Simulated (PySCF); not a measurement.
## Deuteron quadrupole couplings in `C=C/C=C/C(=C)C`

Species: C₇H₁₀.
Z-matrix (Å and degrees, PBE0-D3(BJ)/def2-SVP geometry), rows numbered from 1:
```
C 
C   1  1.3423
C   2  1.4481  1  124.43
C   3  1.3509  2  123.76  1  -179.94
C   4  1.4579  3  125.95  2   179.97
C   5  1.3468  4  119.62  3  -179.94
C   5  1.5009  4  118.76  3     0.02
H   1  1.0922  2  121.62  3  -179.99
H   1  1.0944  2  121.21  3    -0.01
H   2  1.0968  1  119.19  3   179.99
H   3  1.0957  2  116.48  1     0.05
H   4  1.0964  3  118.20  2    -0.04
H   6  1.0935  5  121.19  4    -0.03
H   6  1.0928  5  121.54  4   179.98
H   7  1.1020  5  111.06  4   -59.54
H   7  1.1019  5  111.07  4    59.31
H   7  1.0982  5  111.28  4   179.89
```

Level: PBE0/pcSseg-1 (PySCF, non-relativistic); Q(2H) = 0.00286 b; rigid geometry, the same for H and D, with no vibrational averaging.

**Question.** Rank these positions by the coupling χzz of a deuteron there, largest first.
A. H12 (vinylic hydrogen)
B. H15 (methyl hydrogen)
C. H9 (vinylic hydrogen)

**Answer.** C (205 kHz), A (199 kHz), B (194 kHz).

**Question.** Tabulate Vzz, the asymmetry η and χzz = 234.96 MHz × Q × Vzz for every hydrogen position.

**Answer.** 
| atom | bonded to | bond length (Å) | Vzz (au) | η | χzz (kHz) |
| --- | --- | --- | --- | --- | --- |
| H8 | C1 | 1.092 | 0.3088 | 0.06 | 208 |
| H9 | C1 | 1.094 | 0.3049 | 0.06 | 205 |
| H10 | C2 | 1.097 | 0.2967 | 0.07 | 199 |
| H11 | C3 | 1.096 | 0.2984 | 0.08 | 201 |
| H12 | C4 | 1.096 | 0.2965 | 0.09 | 199 |
| H13 | C6 | 1.093 | 0.3064 | 0.07 | 206 |
| H14 | C6 | 1.093 | 0.3076 | 0.07 | 207 |
| H15 | C7 | 1.102 | 0.2886 | 0.02 | 194 |
| H16 | C7 | 1.102 | 0.2886 | 0.02 | 194 |
| H17 | C7 | 1.098 | 0.2954 | 0.04 | 198 |

**Question.** How does χzz go with the bond length over the 10 C–H bonds?

**Answer.** A straight-line fit has a slope of -14.1 kHz for each 0.01 Å, with a correlation coefficient of -0.98, over lengths from 1.092 to 1.102 Å. The longer bonds have the smaller couplings here.

**Question.** Give the 2H NMR doublet splittings at H17 for a magnetic field along the z, y and x axes of the gradient: 3χ/2, 3χ(1 + η)/4, 3χ(1 − η)/4.

**Answer.** With |χ| = 198.5 kHz and η = 0.036: 298, 154 and 144 kHz, to first order and without motion.

Geometry: PBE0-D3(BJ)/def2-SVP, one conformer, isolated molecule. The basis is small and wasn't made for field gradients, so the couplings can be 20 % off.

The run behind these numbers computed NMR shieldings as well. Time: 20 s of wall time. Hardware: one thread of an Arm Neoverse V2, on a shared host.
